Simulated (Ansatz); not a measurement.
`NCBF` + `O[SiH3]` → `FBO[SiH3]` + CH₃NH₂ at 700 K and 1 bar (ligand exchange at a B–C bond).

Program: Ansatz. Geometries: PBE0-D4/def2-TZVP. ΔE: electronic, gas phase. CCSD(T)/CBS adds triple-zeta CCSD(T) − MP2 to the extrapolated MP2 energy (def2 sets, frozen cores). One conformer a species, not always the lowest.

```
    species  CCSD(T)/CBS energy (Eh)  H − E (kJ/mol)  S (J/(mol·K))
     `NCBF`               -220.39333           242.3          385.4
  `O[SiH3]`               -366.69042           144.6          321.6
`FBO[SiH3]`               -491.38634           181.6          407.7
     CH₃NH₂                -95.75281           207.6          296.6
```

H − E and S are ideal-gas, rigid-rotor, harmonic terms from PBE0-D4/def2-TZVP, for one conformer and one mirror image of each species. 1 Eh = 2625.50 kJ/mol, R = 8.31446 J/(mol·K).

Q: By hand: ΔE, ΔH, ΔS and ΔG.

A: ΔE = (-491.38634) + (-95.75281) − (-220.39333) − (-366.69042) = -0.05540 Eh = -145.5 kJ/mol. Δ(H − E) = 181.6 + 207.6 − 242.3 − 144.6 = 2.3, so ΔH = -143.2 kJ/mol. ΔS = 407.7 + 296.6 − 385.4 − 321.6 = -2.7 J/(mol·K). ΔG = -143.2 − 700 × (-2.7)/1000 = -141.3 kJ/mol.

Q: By hand: the equilibrium constant, and the temperature at which ΔG would vanish if ΔH and ΔS stayed fixed.

A: log₁₀ K = −ΔG/(RT ln 10) = 10.5. ΔG = 0 at ΔH/ΔS = 53037 K, far beyond where these terms or the molecules hold.

The number of gas molecules stays the same, so ΔS is small and ΔH decides. A doubt of 5 kJ/mol in ΔE shifts log₁₀ K by 0.4 here. Other conformers and mirror images would add mixing entropy, several J/(mol·K) or more a flexible species. These are equilibria of isolated gas molecules and say nothing of rates. Largest T1 diagnostic: 0.013 (customary marks: 0.02 for closed shells, 0.045 for open ones).
